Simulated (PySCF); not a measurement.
**Tb(49+): ionisation energy**

Tb(49+) [Ne] 3s2 3p4 (3P) → Tb(50+) [Ne] 3s2 3p3 (4S), as a difference of total energies. All numbers are calculated (PySCF 2.14, scalar relativity by spin-free X2C-1e, in an uncontracted even-tempered set (18 s from 10 bohr⁻², ratio 2.5; 12 p from 14 bohr⁻², ratio 2.5; 4 d from 58 bohr⁻², ratio 2.7; 4 f from 87 bohr⁻², ratio 2.7)). Correlated levels: outer shells: 1s2 frozen; virtual orbitals above 40 to 60 times the deepest correlated orbital energy dropped. The calculations carry no spin-orbit coupling.

```
                method  ionisation energy (eV)
                   UHF                  4402.0
                   LDA                  4404.7
                   PBE                  4405.9
                  PBE0                  4405.4
                r2SCAN                  4405.1
                PBEsol                  4404.8
             BHandHLYP                  4404.9
    MP2 (outer shells)                  4403.1
SCS-MP2 (outer shells)                  4403.1
```

Spin-orbit coupling is strong in these open shells (close to jj coupling). The scalar numbers leave it out and a first-order estimate fails, so it can dominate the gap to the real levels.

The ground level that NIST lists for one species does not belong to the high-spin term computed here, so part of any gap is the choice of state.

Breit and QED terms and the two-electron picture change are absent.

For comparison: 4355 ± 4 eV (theoretical estimate listed by NIST; NIST Atomic Spectra Database, ionization energies).
